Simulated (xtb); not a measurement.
C4H3ClF2, SMILES C#CC(F)(F)CCl. All values are semi-empirical tight-binding results from xtb (GFN2-xTB unless named), good for trends rather than for accurate numbers. Geometry optimised at GFN2-xTB. This is a generated structure with no PubChem entry under its InChIKey; it may be hypothetical. One conformer was computed; it need not be the lowest.

Optimised geometry:

Bond lengths (Å): C1–C2 1.196, C1–H8 1.050, C2–C3 1.456, C3–F4 1.361, C3–F5 1.370, C3–C6 1.532, C6–Cl7 1.777, C6–H9 1.090, C6–H10 1.091. Bond angles (°): C2–C1–H8 179.1, C1–C2–C3 178.9, C2–C3–F4 110.6, C2–C3–F5 110.3, C2–C3–C6 112.9, F4–C3–F5 104.8, F4–C3–C6 110.2, F5–C3–C6 107.7, C3–C6–Cl7 110.5, C3–C6–H9 109.1, C3–C6–H10 109.3, Cl7–C6–H9 108.5, Cl7–C6–H10 108.6, H9–C6–H10 110.7.
Charge 0, spin multiplicity 1.

```yaml
orbital_gap: 5.95 eV
dipole_moment: 2.26 D
zero_point_energy: 35.9 kcal/mol
G − E(el) at 298.15 K (modified RRHO): 15.4 kcal/mol
static polarisability (D4 model): 60.5 bohr³
solvation energy, GFN2-xTB/ALPB(water): -3.9 kcal/mol
solvation energy, GFN2-xTB/ALPB(methanol): -6.3 kcal/mol
```

Q: Give the atomic charges and the Wiberg bond orders between heavy atoms. (An estimate is asked for; the answer gives what the named calculation found.)

A: charges (e) C1 -0.05, C2 -0.02, C3 0.35, F4 -0.21, F5 -0.23, C6 0.01, Cl7 -0.16, H8 0.12, H9 0.09, H10 0.10. Bond orders C1–C2 2.92, C2–C3 1.00, C3–F4 0.94, C3–F5 0.92, C3–C6 0.96, C6–Cl7 0.97.
